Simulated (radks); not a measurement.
Values are calculated unless marked as measured or tabulated.
Ionisation of Ne, [Ne], to Ne+, [He] 2s2 2p5, under several functionals. Non-relativistic Kohn-Sham, spin-polarised, spherical densities, point nucleus; open shells are filled with parallel spins first; a radial shooting solver on a logarithmic mesh with Libxc functionals. The NIST Atomic Spectra Database gives 21.565 eV (measured). Rank these functionals by the error of their Delta-SCF ionisation energy: r2SCAN; OLYP; exchange-only LDA; revTPSS; SCAN; B86b exchange with PBE correlation; LDA (Slater exchange, VWN5 correlation); RPBE; exchange-only B88; PW91; LDA (Slater exchange, Perdew-Zunger correlation); HCTH/407.

Answer. From best to worst: RPBE 21.916 eV (+0.352); OLYP 21.969 eV (+0.405); B86b exchange with PBE correlation 22.030 eV (+0.466); revTPSS 22.034 eV (+0.469); PW91 22.099 eV (+0.535); LDA (Slater exchange, VWN5 correlation) 22.187 eV (+0.623); LDA (Slater exchange, Perdew-Zunger correlation) 22.195 eV (+0.630); exchange-only B88 20.890 eV (-0.674); HCTH/407 22.344 eV (+0.779); r2SCAN 22.502 eV (+0.938); SCAN 22.508 eV (+0.944); exchange-only LDA 20.508 eV (-1.057). Open shells are spherical and high-spin; term and fine-structure splittings are not resolved.
